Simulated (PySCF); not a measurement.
4-methoxybenzoyl chloride, C8H7ClO2.
SMILES with atom numbers: `[CH3:1][O:2][c:3]1[cH:4][cH:5][c:6]([C:7](=[O:8])[Cl:9])[cH:10][cH:11]1`

Probes without a nucleus sit at each ring's centroid and 1 Å off its mean plane on both sides; NICS is minus the shielding there, NICSzz its component along the normal. Level: GIAO PBE0/pcSseg-1 (PySCF, non-relativistic, gas phase) on the GFN2-xTB geometry, one conformer.

Ring bond lengths (Å), with Mayer bond orders in brackets: C3–C4 1.401 (1.35), C4–C5 1.373 (1.51), C5–C6 1.399 (1.32), C6–C10 1.398 (1.38), C10–C11 1.378 (1.47), C11–C3 1.396 (1.33).

Problem. Give the NICS values of each ring in ppm.

Solution. 
```csv
ring,type,NICS(0),"NICS(1), two faces","NICS(1)zz, two faces",rms pucker (Å),"centre to ring atoms, mean (Å)"
C3–C4–C5–C6–C10–C11,6-membered carbocycle; formal bonds all aromatic,-8.6,-10.6 / -10.6,-24.5 / -24.5,0.00,1.39
```

Problem. What do they say, and how far can they be read as aromaticity?

Solution. 
- C3–C4–C5–C6–C10–C11: mean NICS(1)zz -24.5 ppm, shielded. For a flat ring without four-coordinate atoms the NICS criterion counts such a value as aromatic.

Problem. How equal are the bonds by HOMA? Use HOMA with the parameters of Krygowski (1993).

Solution. 
- C3–C4–C5–C6–C10–C11: HOMA 0.97 = 1 − EN − GEO, with mean bond length 1.391 Å, EN = α(Ropt − mean)² = 0.002 and GEO = α × variance = 0.032. The geometric and the magnetic index point the same way.

Problem. At the second NICS(1) probe listed for ring C3–C4–C5–C6–C10–C11, 1 Å off the ring, how large is the induced field along the normal in 11.7 T applied along it?

Solution. NICSzz × B0 = -24.5 ppm × 11.7 T = -287 μT, against the applied field.

Problem. What are the shieldings of the ring atoms and their hydrogens in the same run (means over atoms taken as equivalent)?

Solution. 
```csv
atoms,environment,σ isotropic (ppm),"principal values of the symmetric part, first atom (ppm)"
C3,aromatic carbon bearing oxygen,14.3,"-69.8, -0.6, 113.4"
C4 (×2),aromatic CH carbon,68.8,"-23.5, 49.6, 163.6"
C5 (×2),aromatic CH carbon,45.2,"-55.7, 18.4, 169.4"
C6,substituted aromatic carbon,58.7,"-21.2, 42.8, 154.5"
H on C4 (×2),aromatic hydrogen,24.63,"20.2, 24.7, 28.3"
H on C5 (×2),aromatic hydrogen,23.14,"18.2, 21.6, 29.3"
```

Cost: about 1.8 min of CPU time on one thread; the machine was shared, so the figure is rough. This is the whole shielding run at PBE0/pcSseg-1, SCF included.

Shape of the structure used: `[CH3:1][O:2][c:3]1[cH:4][cH:5][c:6]([C:7](=[O:8])[Cl:9])[cH:10][cH:11]1`: C1–O2–C3–C4 180°, C5–C6–C7–O8 180°.
